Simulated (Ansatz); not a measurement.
Species: GaO3, net charge 0, doublet state. It need not be the lowest isomer of its formula. SMILES: [O][Ga]1[O][O]1
Geometry: optimised at B3LYP-D3(BJ)/def2-TZVP (Ansatz, a quantum-chemistry and plane-wave program).

Wanted: vertical electron affinity (to the singlet state of charge -1; a negative value means that the extra electron is unbound and the number depends on the basis; each state is the SCF solution reached for its spin), in eV. Correlated levels leave the core frozen unless marked. Open shells are spin-unrestricted. No spin-orbit coupling. Frozen are the shells of the preceding noble gas and the d and f shells that filled before the atom's block. Non-relativistic. Anions need diffuse functions: aug- sets have them; def2-D sets add few. Basis-set limits of correlation are two-point, X^-3; Hartree-Fock from the larger set. [CCSD(T)-MP2]/basis is that difference in the basis named. The program attaches cautions to a run behind SVWN5/def2-TZVPD: asymmetric forces.

```json
[
 {"level": "SVWN5/def2-TZVPD", "program": "Ansatz", "vertical electron affinity (eV)": "2.81"},
 {"level": "PBE/def2-TZVPD", "program": "Ansatz", "vertical electron affinity (eV)": "2.48"},
 {"level": "r2SCAN/def2-TZVPD", "program": "Ansatz", "vertical electron affinity (eV)": "…"},
 {"level": "PBE0/def2-TZVPD", "program": "Ansatz", "vertical electron affinity (eV)": "2.57"},
 {"level": "CAM-B3LYP/def2-TZVPD", "program": "Ansatz", "vertical electron affinity (eV)": "2.76"},
 {"level": "wB97M-V/def2-TZVPD", "program": "Ansatz", "vertical electron affinity (eV)": "2.70"},
 {"level": "wB97X-V/def2-TZVPD", "program": "Ansatz", "vertical electron affinity (eV)": "…"},
 {"level": "wB97X/def2-TZVPD", "program": "Ansatz", "vertical electron affinity (eV)": "2.69"},
 {"level": "B2PLYP/def2-TZVPD", "program": "Ansatz", "vertical electron affinity (eV)": "…"},
 {"level": "SCS-MP2/aug-cc-pVDZ", "program": "Ansatz", "vertical electron affinity (eV)": "2.61"},
 {"level": "CCSD/aug-cc-pVDZ", "program": "Ansatz", "vertical electron affinity (eV)": "…"},
 {"level": "RI-MP2/CBS(aug-cc-pVTZ,aug-cc-pVQZ)+[CCSD(T)-MP2]/aug-cc-pVDZ", "program": "Ansatz", "vertical electron affinity (eV)": "2.78"}
]
```

**Question.** Fill in the missing entries.

**Answer.** 
- r2SCAN/def2-TZVPD, vertical electron affinity (eV): 2.47
- wB97X-V/def2-TZVPD, vertical electron affinity (eV): 2.67
- B2PLYP/def2-TZVPD, vertical electron affinity (eV): 2.56
- CCSD/aug-cc-pVDZ, vertical electron affinity (eV): 2.49
